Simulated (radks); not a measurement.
Results of a calculation; reference values are marked as such.
Removal energies from the zinc ion Zn13+, [Ne] 3s2 3p5, by Delta-SCF beside the eigenvalue of the level emptied. Code: a radial shooting solver on a logarithmic mesh with Libxc functionals. Model: scalar-relativistic Kohn-Sham, PBE, spin-polarised, spherical densities, finite nucleus; Fermi nuclear charge, rms radius of each element as measured or else 0.836 A^(1/3) + 0.57 fm. Open shells are filled with parallel spins first.

removed from   final configuration  Delta-SCF (eV)  -eigenvalue (eV)
3p                    [Ne] 3s2 3p4          454.62            436.90
3s                    [Ne] 3s1 3p5          502.16            484.66
2p            [He] 2s2 2p5 3s2 3p5          1476.2            1427.1
2s            [He] 2s1 2p6 3s2 3p5          1623.1            1580.5
